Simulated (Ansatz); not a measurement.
Compare A (`CC([SiH3])CO`) with its isomer B (`CCC[SiH2]O`).

Computed with Ansatz on PBE0-D4/def2-TZVP structures; ΔE is electronic, products minus reactants. CBS: MP2 limit from def2 TZ/QZ plus the TZ coupled-cluster correction, frozen cores. Functionals use def2-TZVPP. B3LYP here is the variant with VWN-RPA as its local correlation; programs differ in this. One conformer a species, not always the lowest.

Which is lower in electronic energy at CCSD(T)/CBS, and by how much? (Estimate.)

Ansatz gave: B, by 42.0 kcal/mol.

Give E(B) − E(A) in kcal/mol with HF/def2-TZVPP, PBE-D4, CCSD(T)/def2-TZVPP, ωB97M-V, r2SCAN-D4, PBE0-D4, B3LYP-D4. (Estimate.)

Ansatz gave: HF/def2-TZVPP -43.0, PBE-D4 -39.0, CCSD(T)/def2-TZVPP -41.2, ωB97M-V -41.4, r2SCAN-D4 -41.7, PBE0-D4 -40.2, B3LYP-D4 -41.3. None reverses the order clearly.

Largest T1 diagnostic: 0.010.

From PBE to PBE0 (25 % exact exchange), in def2-TZVPP and without D4, E(B) − E(A) moves by −1.2 kcal/mol.
